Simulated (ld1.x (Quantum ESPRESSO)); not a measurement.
The numbers below are computed, except where a source is named.
Hardness and transferability of assorted potentials

Generated with ld1.x 7.5 (TM, RRKJ, ultrasoft, PAW), atompaw 4.2 or ONCVPSP 4.0.1. The cutoff is in Ry: for ld1.x and atompaw files where the sum of valence levels is converged to 10 mRy in a Bessel basis, for ONCV files where the hardest occupied wave has 1 mHa per electron of residual kinetic energy. The error is the largest all-electron minus pseudo excitation energy over each file’s own four to seven test configurations (ionisations up to +4, promotions, holes and added fractions of an electron), all of which were solved. The labels leave out finer settings (local radius, basis sizes, second energies), which also bear on the numbers. Spin-polarised tests are not counted. The rows are a selection from randomly drawn settings: files with unsolved tests, undetermined cutoffs or missed reference levels are left out.

A true bound ghost makes a file unfit for plane-wave use even where its test errors are small: the radial tests pick states by their node count and pass the ghost by.

| element | potential | cutoff (Ry) | largest error (meV) | bound ghosts |
| --- | --- | --- | --- | --- |
| Si | PAW, PBE, scalar-relativistic, rc 1.70/2.50 (sp), local smoothed, core correction yes, reference 3s2 3p2 | 10 | -58 | none |
| Ge | RRKJ, PBE, scalar-relativistic, rc 1.90/2.10/2.20 (spd), local s, core correction yes, reference 4s2 4p2 | 25 | -243 | d |
| Ge | RRKJ, PW91, scalar-relativistic, rc 1.80/1.80/1.95 (spd), local s, core correction yes, reference 4s2 4p0 | 30 | -83 | none |
| I | PAW, PBE, scalar-relativistic, rc 1.90/1.65/1.25 (spd), local smoothed, core correction yes, reference 4d10 5s2 5p4.5 | 100 | -19 | s, p |
| Au | PAW, PBE, scalar-relativistic, rc 1.95/2.15/1.55 (spd), local smoothed, core correction yes, reference 5s2 5p6 5d9 6s0 6p0 | 45 | -43 | none |
| Tl | TM semilocal, LDA (PZ), scalar-relativistic, rc 1.90/2.55/1.45 (spd), local p, core correction yes, reference 5d10 6s2 6p0 | 50 | -99 | none |

Fill in the row for O: TM, PBE, scalar-relativistic, rc 0.65/2.00/1.75 (spd), local p, core correction no, reference 2s2 2p2.5.

cutoff 160 Ry, largest error +916 meV, bound ghosts: none.

Fill in the row for S: ultrasoft, PBE, scalar-relativistic, rc 1.40/1.40/1.15 (spd), local smoothed, core correction yes, reference 3s2 3p3.5.

cutoff 18 Ry, largest error +8.1 meV, bound ghosts: none.
